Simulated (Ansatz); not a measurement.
Computed with Ansatz on PBE0-D4/def2-TZVP structures; ΔE is electronic, products minus reactants. CBS: MP2 limit from def2 TZ/QZ plus the TZ coupled-cluster correction, frozen cores. This one scheme is used for every species, atoms too. For atomizations the MP2-based limit and the directly extrapolated one differ by several kJ/mol either way, and by 10 to 25 for some Ge, Se and Sn compounds, so smaller differences from it don't rank the levels. Functionals use def2-TZVPP. Open shells (•) are unrestricted, without spin–orbit coupling. Spin–orbit coupling would lower the free atoms: a little for C, F; strongly for In. Elements past krypton have def2 core potentials. Bonds to In are less sure, by a few kJ/mol each and by 10 to 20 or more in all where they break to atoms, as the def2 sets lack core-valence functions. Each species was taken in one conformer, which may not be the lowest.

Consider the atomization: `C[N](C)[InH][F]` → 2 C• + F• + 7 H• + In• + N•.

```csv
level,ΔE (kcal/mol)
CAM-B3LYP-D4,986.3
HF/def2-SVP,697.9
CCSD/def2-TZVPP,940.8
SCS-MP2/def2-QZVPP,983.5
```

Problem. What does CCSD(T)/CBS give? (Best estimate.)

Solution. The calculation gave: +983.9 kcal/mol. The listed levels differ from it by 2.4, -286.0, -43.1, -0.4 kcal/mol.

Largest T1 diagnostic among the species: 0.016.

From PBE to PBE0 (25 % exact exchange), in def2-TZVPP and without D4, ΔE moves by −19.3 kcal/mol: exact exchange takes away binding that semilocal exchange gives to molecules. Leaving LDA and LC-ωPBE aside and taking each functional with its dispersion term where it has one, the values, not all of them listed here, spread over 50.6 kcal/mol, from BHLYP-D4 to PBE-D4. LDA lies +134.8 kcal/mol from PBE without D4, its usual overbinding. The D4 term adds +8.9 kcal/mol with B3LYP and +4.7 kcal/mol with PBE0; it sums over pairs of atoms, weighted by their polarisabilities, and B3LYP, whose exchange is more repulsive, gets the larger term.

B3LYP here is the variant with VWN-RPA as its local correlation; programs differ in this.
